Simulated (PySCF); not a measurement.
Ge(F)2(Br)(Me) (CH3BrF2Ge), SMILES [CH3][Ge]([F])([F])[Br].

The structure is a stationary point at TPSSh-D3(BJ)/def2-SVP.

Two levels are set side by side: TDA-PBE/def2-SVPD (PySCF) and TDA-B3LYP/def2-SVPD (PySCF). Vertical, same geometry. The lowest singlet is HOMO→LUMO 98 % with PBE and HOMO→LUMO 98 % with the other functional; states are paired by order. Differences are taken from unrounded values.

```csv
quantity,TDA-PBE
lowest singlet excitation (eV),5.86
lowest triplet excitation (TDA) (eV),5.38
first bright state (f over 0.05) (eV),7.12
its oscillator strength,0.15
```

Task: These are the TDA-PBE values. What does TDA-B3LYP give? (The exact figures need the calculation; the answer reports its results.)

Result: 
```json
[
 {"quantity": "lowest singlet excitation (eV)", "TDA-B3LYP": "6.21", "TDA-PBE minus TDA-B3LYP": "-0.35"},
 {"quantity": "lowest triplet excitation (TDA) (eV)", "TDA-B3LYP": "5.68", "TDA-PBE minus TDA-B3LYP": "-0.30"},
 {"quantity": "first bright state (f over 0.05) (eV)", "TDA-B3LYP": "7.68", "TDA-PBE minus TDA-B3LYP": "-0.56"},
 {"quantity": "its oscillator strength", "TDA-B3LYP": "0.21", "TDA-PBE minus TDA-B3LYP": "-0.05"}
]
```

A lower first singlet is the usual sign of a functional without exact exchange. Differences between two approximate levels are no errors against the true value.

Rough cost on one machine, each run with all the roots and properties that it gave: TDA-B3LYP against TDA-PBE about 3 times.
